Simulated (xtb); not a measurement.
C6H12BO2 (SMILES CC1(C)O[B]OC1(C)C), doublet, at a GFN2-xTB geometry.

xtb was given this input:
```
$ xtb mol.xyz --gfn 2 --uhf 1 --json

# file mol.xyz
21

C      1.48710897     1.20539539    -0.61618094
C      0.77466121    -0.07431944    -0.17081065
C      1.27822759    -1.24732067    -1.00515083
O      1.14641932    -0.29412177     1.21015392
B      0.09393638     0.01824653     1.99808540
O     -1.02808914     0.31710664     1.30680277
C     -0.78733229     0.07185816    -0.09871123
C     -1.53732232    -1.21514900    -0.45188832
C     -1.36795313     1.22989207    -0.90336734
H      2.55859468     1.06595559    -0.49202134
H      1.18462008     2.04516570     0.00410776
H      1.27837026     1.42611539    -1.65918394
H      0.92367057    -2.19405612    -0.61047442
H      2.36503208    -1.25741367    -0.97697224
H      0.95426780    -1.14070787    -2.03743575
H     -2.59255428    -1.07255202    -0.23032048
H     -1.42716054    -1.45501693    -1.50567776
H     -1.17725806    -2.04373567     0.15248709
H     -0.97874581     2.18335811    -0.56101033
H     -1.14217070     1.10420896    -1.95937607
H     -2.44732959     1.24142792    -0.77354717
```

Question: What is the computed partial charges in atom order (xtb with GFN2-xTB)?

Answer: C1 -0.11, C2 0.13, C3 -0.12, O4 -0.37, B5 0.37, O6 -0.37, C7 0.13, C8 -0.11, C9 -0.12, H10 0.05, H11 0.04, H12 0.04, H13 0.05, H14 0.06, H15 0.04, H16 0.05, H17 0.04, H18 0.04, H19 0.05, H20 0.04, H21 0.06

Question: What is the computed total energy (GFN2-xTB)?

Answer: -28.3477 Eh

Question: Predict the dipole moment from GFN2-xTB.

Answer: 2.50 D
